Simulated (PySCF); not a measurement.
Excitation energy of Al by level of theory

Al [Ne] 3s2 3p1 (2P) → Al [Ne] 3s1 3p1 4s1 (4P), as a difference of total energies. Computed with PySCF 2.14 in x2c-TZVPPall with one added diffuse shell each of s, p, d type (6s6p4d1f, 51 functions), with the spin-free X2C one-electron Hamiltonian (Gaussian nucleus). Correlated levels: valence and next inner shell: 1s2 frozen. The calculations carry no spin-orbit coupling.

```tsv
method	excitation energy (cm⁻¹)
UHF	51901
MP2 (valence and next inner shell)	59470
SCS-MP2 (valence and next inner shell)	61207
CCSD (valence and next inner shell)	61194
CCSD(T) (valence and next inner shell)	61575
```

The upper state lies above the first ionisation limit, but in LS coupling its spin forbids autoionisation to the ground ion. A Rydberg-like electron needs more diffuse functions than a valence basis has.

The promoted electron is Rydberg-like, and one or two diffuse shells describe it only roughly, which tends to raise the upper state.
